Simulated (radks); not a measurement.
Values are calculated unless marked as measured or tabulated.
Ionisation of Cs+, [Xe], to Cs2+, [Kr] 4d10 5s2 5p5, under several functionals. Dirac Kohn-Sham, spin-unpolarised, spherical densities, finite nucleus; open shells are shared between the two j in proportion to 2j + 1; a radial shooting solver on a logarithmic mesh with Libxc functionals.

\begin{tabular}{lrrrrrr}
functional & E(Cs+) (hartree) & Exc (hartree) & IE (eV) & -e(HOMO) (eV) & <r> HOMO (bohr) & IE error (eV) \\ \hline
SOGGA & -7786.3032 & -188.9967 & 23.632 & 18.087 & 2.099 & +0.474 \\
PW91 & -7790.8805 & -193.6294 & 23.754 & 18.209 & 2.101 & +0.596 \\
LDA (Slater exchange, VWN5 correlation) & -7783.7528 & -186.4139 & 23.870 & 18.305 & 2.100 & +0.713 \\
LDA (Slater exchange, Perdew-Wang correlation) & -7783.7306 & -186.3912 & 23.867 & 18.302 & 2.100 & +0.709 \\
Wu-Cohen GGA & -7789.0195 & -191.7471 & 23.724 & 18.171 & 2.097 & +0.566 \\
PBEsol & -7786.7114 & -189.4069 & 23.715 & 18.166 & 2.098 & +0.558 \\
exchange-only B88 & -7787.7607 & -190.4685 & 22.593 & 17.080 & 2.116 & -0.564 \\
BLYP & -7790.5372 & -193.2708 & 23.494 & 17.952 & 2.108 & +0.337 \\
\end{tabular}

NIST Atomic Spectra Database: 23.157 eV (measured). Closest: BLYP. The Delta-SCF values span 1.28 eV, the total energies 7.15 hartree. The highest occupied level is 5p3/2. Spin polarisation and multiplet splitting are left out, so open shells lie too high by an amount that depends on their filling. Sharing an open shell by 2j + 1 raises it above the true ground level by a part of the spin-orbit splitting, which enters the differences from NIST.

Beside tabulated values, note that spin-unpolarised runs miss the spin-polarisation part of the exchange energy of open shells.
